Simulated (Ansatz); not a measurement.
The cluster K₅H₆⁻. Charge -1, multiplicity 1. Geometry PBE-D4/def2-SVPD; atoms count from 1.

```xyz
11

K    -2.394   -1.762    0.941
K     0.657   -0.538   -1.047
K    -1.137    2.334    0.875
K     2.776    0.901    1.818
K     1.555   -3.183    1.645
H    -1.581    2.462   -2.323
H    -1.877    0.272   -0.480
H    -1.705    1.809   -1.904
H     1.226    1.873    0.045
H     2.798   -1.280    0.490
H    -0.319   -2.888   -0.060
```

The restricted singlet is unstable towards broken spin symmetry in Hartree–Fock (as tested in another run); at PBE0-D4/def2-TZVPD this wasn't settled. The highest occupied level of the charge -1 singlet lies above zero (up to 0.32 eV). The electron is either unbound and held by the finite basis, or the level is raised by self-interaction error. In the singlet, H6 and H8 lie 0.79 Å apart (atoms count from 1), so H2 has formed as a molecule. Another isomer (singlet) lies 0.17 eV lower at PBE0-D4/def2-TZVPD; other spin states weren't run for this one.

Estimate the Mulliken populations from the PBE0/def2-TZVPD orbitals of Ansatz.


| atom | charge (e) |
| --- | --- |
| K1 | 0.11 |
| K2 | 0.51 |
| K3 | 0.39 |
| K4 | 0.18 |
| K5 | 0.29 |
| H6 | 0.13 |
| H7 | -0.61 |
| H8 | -0.21 |
| H9 | -0.59 |
| H10 | -0.59 |
| H11 | -0.59 |
Mulliken values and Mayer orders depend strongly on the basis. With diffuse functions, as here, like atoms can get unlike values, and bond orders can come out too low or too high.
